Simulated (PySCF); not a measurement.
A structure optimised at PBE0-D3(BJ)/def2-SVP, used in a PySCF frequency run:

```
C
H 1 1.0999
H 1 1.0999 2 109.22
H 1 1.1019 2 108.96 3 118.91
Si 1 1.8718 2 110.29 4 119.73
Cl 5 2.0741 1 108.73 2 -60.47
Cl 5 2.0741 1 108.73 2 -178.81
```
Charge 0, spin multiplicity 2.

Task: Write its SMILES, formula and point group.

Result: C[Si](Cl)Cl, CH3Cl2Si, Cs

Task: What are its rotational constants (standard atomic weights)?

Result: 4.4049, 2.3560, 1.6468 GHz
